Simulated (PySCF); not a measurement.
Input for PySCF: R-M06-2X/def2-TZVPPD on CH4 (SMILES C) with ghost functions.

```python
from pyscf import gto, dft

mol = gto.M(
    atom='''
    C     0.10154463   -0.06870056   -0.20314418
    H    -0.57459387   -0.84581333    0.15010535
    H     0.16497005   -0.10926554   -1.28954688
    H    -0.27483586    0.90662026    0.10205640
    H     1.09077818   -0.22655384    0.22404995
    ghost-Ge   -0.10153450    0.06868751    3.60219950
    ghost-H    0.50993495    1.37855715    3.08510093
    ghost-H   -0.19727010    0.11971945    5.13477870
    ghost-H    0.78696216   -1.11182431    3.18528012
    ghost-H   -1.50605679   -0.11149435    3.00902848
    ''',
    basis='def2-tzvppd',
    charge=0, spin=0, verbose=4, max_memory=1800)
mf = dft.RKS(mol, xc='m062x').density_fit(auxbasis='def2-universal-jkfit')
mf.grids.level = 4
mf.conv_tol = 1e-9
mf.max_cycle = 150
mf.kernel()
mf.dip_moment()
```

The log:

```
PySCF version 2.14.0

[INPUT] verbose = 4
[INPUT] num. atoms = 10
[INPUT] num. electrons = 10
[INPUT] charge = 0
[INPUT] spin (= nelec alpha-beta = 2S) = 0
[INPUT] symmetry False subgroup None
[INPUT] Mole.unit = angstrom
[INPUT] Symbol           X                Y                Z      unit          X                Y                Z       unit  Magmom
[INPUT]  1 C      0.101544630000  -0.068700560000  -0.203144180000 AA    0.191891540120  -0.129825243004  -0.383886863999 Bohr   0.0
[INPUT]  2 H     -0.574593870000  -0.845813330000   0.150105350000 AA   -1.085825047154  -1.598355546206   0.283658001332 Bohr   0.0
[INPUT]  3 H      0.164970050000  -0.109265540000  -1.289546880000 AA    0.311748213256  -0.206481945453  -2.436890427987 Bohr   0.0
[INPUT]  4 H     -0.274835860000   0.906620260000   0.102056400000 AA   -0.519364504609   1.713263990382   0.192858645259 Bohr   0.0
[INPUT]  5 H      1.090778180000  -0.226553840000   0.224049950000 AA    2.061272022852  -0.428124710069   0.423393043722 Bohr   0.0
[INPUT]  6 GHOST-Ge  -0.101534500000   0.068687510000   3.602199500000 AA   -0.191872397195   0.129800582078   6.807170501045 Bohr   0.0
[INPUT]  7 GHOST-H   0.509934950000   1.378557150000   3.085100930000 AA    0.963637396844   2.605095460561   5.829995824341 Bohr   0.0
[INPUT]  8 GHOST-H  -0.197270100000   0.119719450000   5.134778700000 AA   -0.372786461566   0.226236972284   9.703325453250 Bohr   0.0
[INPUT]  9 GHOST-H   0.786962160000  -1.111824310000   3.185280120000 AA    1.487142952796  -2.101043444534   6.019307056822 Bohr   0.0
[INPUT] 10 GHOST-H  -1.506056790000  -0.111494350000   3.009028480000 AA   -2.846034861142  -0.210693785936   5.686239728216 Bohr   0.0

nuclear repulsion = 13.4474945954639
number of shells = 87
number of NR pGTOs = 310
number of NR cGTOs = 227
basis = def2-tzvppd
ecp = {}


******** <class 'pyscf.df.df_jk.DFRKS'> ********
method = DFRKS
initial guess = minao
damping factor = 0
level_shift factor = 0
DIIS = <class 'pyscf.scf.diis.CDIIS'>
diis_start_cycle = 1
diis_space = 8
diis_damp = 0
SCF conv_tol = 1e-09
SCF conv_tol_grad = None
SCF max_cycles = 150
direct_scf = False
XC library pyscf.dft.libxc version 7.1.2
    S. Lehtola, C. Steigemann, M. J. T. Oliveira, and M. A. L. Marques,  SoftwareX 7, 1–5 (2018)
XC functionals = m062x
    Y. Zhao and D. G. Truhlar,  Theor. Chem. Acc. 120, 215 (2008)
    Y. Zhao and D. G. Truhlar,  Theor. Chem. Acc. 120, 215 (2008)
radial grids:
    Treutler-Ahlrichs [JCP 102, 346 (1995); DOI:10.1063/1.469408] (M4) radial grids

becke partition: Becke, JCP 88, 2547 (1988); DOI:10.1063/1.454033
pruning grids: <function nwchem_prune>
grids dens level: 4
symmetrized grids: False
atomic radii adjust function: <function treutler_atomic_radii_adjust>
small_rho_cutoff = 0
Set gradient conv threshold to 3.16228e-05
Initial guess from minao.
tot grids = 184464
******** <class 'pyscf.df.df.DF'> ********
auxbasis = def2-universal-jkfit
init E= -40.3299260993355
  HOMO = -0.460412675673384  LUMO = 0.000210539466429793  gap/eV = 12.53420
cycle= 1 E= -40.4915538413846  delta_E= -0.162  |g|= 0.208  |ddm|= 1.19
  HOMO = -0.422793903580947  LUMO = 0.0164717938529151  gap/eV = 11.95303
cycle= 2 E= -40.4953207608121  delta_E= -0.00377  |g|= 0.166  |ddm|= 0.23
  HOMO = -0.458255980199889  LUMO = 0.0139817099631383  gap/eV = 12.85024
cycle= 3 E= -40.501977364341  delta_E= -0.00666  |g|= 0.00946  |ddm|= 0.0928
  HOMO = -0.455915828064576  LUMO = 0.0142816778105566  gap/eV = 12.79473
cycle= 4 E= -40.5020002202105  delta_E= -2.29e-05  |g|= 0.000509  |ddm|= 0.0145
  HOMO = -0.455821829887231  LUMO = 0.0143028009279735  gap/eV = 12.79274
cycle= 5 E= -40.5020003242383  delta_E= -1.04e-07  |g|= 3.75e-05  |ddm|= 0.00187
  HOMO = -0.455823992400183  LUMO = 0.0143028561455232  gap/eV = 12.79280
cycle= 6 E= -40.5020003250106  delta_E= -7.72e-10  |g|= 3.76e-06  |ddm|= 0.000244
  HOMO = -0.455825229742973  LUMO = 0.0143027811673679  gap/eV = 12.79283
Extra cycle  E= -40.5020003250162  delta_E= -5.56e-12  |g|= 1.95e-06  |ddm|= 2.33e-05
converged SCF energy = -40.5020003250162
Dipole moment(X, Y, Z, Debye):  0.00010, -0.00015, -0.00144
```

Self-consistency was reached.

Cost: roughly 30 core-seconds.
